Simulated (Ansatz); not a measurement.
Reaction (hydrogenolysis of the Si–Si bond): `F[SiH]([SiH3])[GeH3]` + H₂ → `F[SiH2][GeH3]` + SiH₄

Isolated molecules relaxed with PBE0-D4/def2-TZVP in Ansatz; ΔE leaves out vibrations. CBS: MP2 limit from def2 TZ/QZ plus the TZ coupled-cluster correction, frozen cores. This one scheme is used for every species. DFT in def2-TZVPP. HSE06 is defined as in plane-wave codes. For Ge outer-core shells are correlated without core-valence functions, which leaves a few kJ/mol of doubt a bond. Scalar relativity is left out up to krypton.

CCSD(T)/CBS gives -20.8 kJ/mol.

Question: Another level gave -13.8 kJ/mol. Which?
A. SCS-MP2/def2-TZVPP
B. HSE06/def2-TZVPP
C. revPBE/def2-TZVPP
D. CCSD(T)/def2-TZVPP

Answer: C. revPBE -13.8, SCS-MP2/def2-TZVPP -32.2, CCSD(T)/def2-TZVPP -24.9, HSE06 -18.0 kJ/mol.

Largest T1 diagnostic among the species: 0.013.

From PBE to PBE0 (25 % exact exchange), in def2-TZVPP and without D4, ΔE moves by −6.4 kJ/mol. In def2-TZVPP, CCSD(T) changes the Hartree–Fock value by +29.5 kJ/mol (the triples alone add +5.5 kJ/mol) and MP2 by +29.6 kJ/mol.

CCSD(T)/CBS has its own doubt, a few kJ/mol and more with outer-core shells, so smaller differences from it don't rank the levels.
